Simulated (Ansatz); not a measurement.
Gas-phase electronic energies from Ansatz, PBE0-D4/def2-TZVP geometries. CBS: MP2 limit from def2 TZ/QZ plus the TZ coupled-cluster correction, frozen cores. This one scheme is used for every species. DFT in def2-TZVPP. HSE06 is defined as in plane-wave codes. def2 core potentials past Kr. For Se, Sn outer-core shells are correlated without core-valence functions, which leaves a few kJ/mol of doubt a bond. Scalar relativity is left out up to krypton. One conformer a species, not always the lowest.

`[OH][SnH2][Cl]` + `C[SeH]` → `C[Se][SnH2][Cl]` + H₂O  (ligand exchange at the Sn–O bond)

`[OH][SnH2][Cl]`:

Cartesian coordinates in Å:
```
O -0.166 1.482 0.403
Sn -0.262 -0.370 -0.207
Cl 1.913 -1.017 -0.733
H 0.466 1.621 1.113
H -0.768 -1.396 1.052
H -1.183 -0.320 -1.627
```

`C[SeH]`:

Cartesian coordinates in Å:
```
C 0.307 -0.281 0.353
Se -0.596 1.304 -0.331
H -0.413 -1.065 0.575
H 0.798 0.028 1.275
H 1.056 -0.630 -0.353
H -1.152 0.644 -1.519
```

`C[Se][SnH2][Cl]`:

Z-matrix (Å, degrees):
```
C
Se 1 1.960
H 1 1.089 2 105.9
H 1 1.088 2 110.0 3 -118.4
H 1 1.088 2 110.7 3 118.6
Sn 2 2.501 1 96.2 3 177.0
Cl 6 2.342 2 107.3 1 -58.5
H 6 1.704 2 112.1 1 54.7
H 6 1.700 2 110.5 1 -175.5
```

H₂O:

Z-matrix (Å, degrees):
```
O
H 1 0.960
H 1 0.960 2 105.1
```

Is it downhill or uphill in electronic energy at CCSD(T)/CBS, and by how much? (An estimate is asked.)

Ansatz gave: Downhill: ΔE = -15.2 kcal/mol.

What do these levels give: PBE-D4, revPBE-D4, r2SCAN-D4, ωB97X-V, PBE-QIDH, revPBE, r2SCAN0, HSE06, BHLYP, CCSD/def2-SVP, CCSD(T)/def2-SVP, MP2/def2-TZVPP? (Estimate.)

Computed: PBE-D4 -14.6, revPBE-D4 -14.5, r2SCAN-D4 -13.4, ωB97X-V -12.2, PBE-QIDH -14.8, revPBE -12.5, r2SCAN0 -14.3, HSE06 -14.4, BHLYP -12.1, CCSD/def2-SVP -12.5, CCSD(T)/def2-SVP -12.7, MP2/def2-TZVPP -14.8 kcal/mol.

Largest T1 diagnostic among the species: 0.013.

At CCSD(T), def2-SVP lies +2.6 kcal/mol from the extrapolated value and def2-TZVPP +2.1 kcal/mol. From BLYP to BHLYP (50 % exact exchange), in def2-TZVPP and without D4, ΔE moves by −1.7 kcal/mol.
